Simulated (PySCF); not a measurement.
## Two-component Hartree-Fock for As⁴⁺ (arsenic, charge +4)

Start: [Ar] 3d10 4s1; 4s1/2 filled at m_j = +1/2. Calculated with PySCF 2.14 in x2c-TZVPall-2c: generalised Hartree-Fock with the X2C-1e Hamiltonian and a Gaussian nucleus; one run each with spin-orbit coupling (SO) switched off, then screened by Boettger's factors.

```json
{"spinor shell": "1s1/2", "electrons": "2", "ε, spin-free (eV)": "-11996.4", "ε, screened SO (eV)": "-11996.1", "weight of nominal j (screened SO)": "1.000", "rms radius, screened SO (bohr)": "0.0524"}
{"spinor shell": "2s1/2", "electrons": "2", "ε, spin-free (eV)": "-1623.1", "ε, screened SO (eV)": "-1623.0", "weight of nominal j (screened SO)": "1.000", "rms radius, screened SO (bohr)": "0.219"}
{"spinor shell": "2p1/2", "electrons": "2", "ε, spin-free (eV)": "-1424.6", "ε, screened SO (eV)": "-1449.7", "weight of nominal j (screened SO)": "1.000", "rms radius, screened SO (bohr)": "0.194"}
{"spinor shell": "2p3/2", "electrons": "4", "ε, spin-free (eV)": "-1424.6", "ε, screened SO (eV)": "-1412.5", "weight of nominal j (screened SO)": "1.000", "rms radius, screened SO (bohr)": "0.197"}
{"spinor shell": "3s1/2", "electrons": "2", "ε, spin-free (eV)": "-275.39", "ε, screened SO (eV)": "-275.38", "weight of nominal j (screened SO)": "1.000", "rms radius, screened SO (bohr)": "0.639"}
{"spinor shell": "3p1/2", "electrons": "2", "ε, spin-free (eV)": "-211.70", "ε, screened SO (eV)": "-215.35", "weight of nominal j (screened SO)": "0.999", "rms radius, screened SO (bohr)": "0.659"}
{"spinor shell": "3p3/2", "electrons": "4", "ε, spin-free (eV)": "-211.70", "ε, screened SO (eV)": "-209.94", "weight of nominal j (screened SO)": "1.000", "rms radius, screened SO (bohr)": "0.669"}
{"spinor shell": "3d3/2", "electrons": "4", "ε, spin-free (eV)": "-106.55", "ε, screened SO (eV)": "-107.03", "weight of nominal j (screened SO)": "0.985", "rms radius, screened SO (bohr)": "0.734"}
{"spinor shell": "3d5/2", "electrons": "6", "ε, spin-free (eV)": "-106.55", "ε, screened SO (eV)": "-106.23", "weight of nominal j (screened SO)": "0.990", "rms radius, screened SO (bohr)": "0.737"}
{"spinor shell": "4s1/2", "electrons": "1", "ε, spin-free (eV)": "-61.794", "ε, screened SO (eV)": "-61.794", "weight of nominal j (screened SO)": "1.000", "rms radius, screened SO (bohr)": "1.82"}
```

| quantity | spin-free | screened SO |
| --- | --- | --- |
| E (hartree) | -2255.19099 | -2255.28552 |
| M_J | 1/2 | 1/2 |
| ⟨J²⟩ | 0.750 | 0.750 |
| ⟨L²⟩ | 0.000 | 0.002 |
| ⟨S²⟩ | 0.750 | 0.752 |

Each row is a mean over spinors that exchange with the open shell spreads, by up to 0.830 eV (3s1/2).

Without spin-orbit coupling the j labels of p, d and f shells carry no meaning; the spin-free column gives the mean over the occupied spinors of each nl shell.
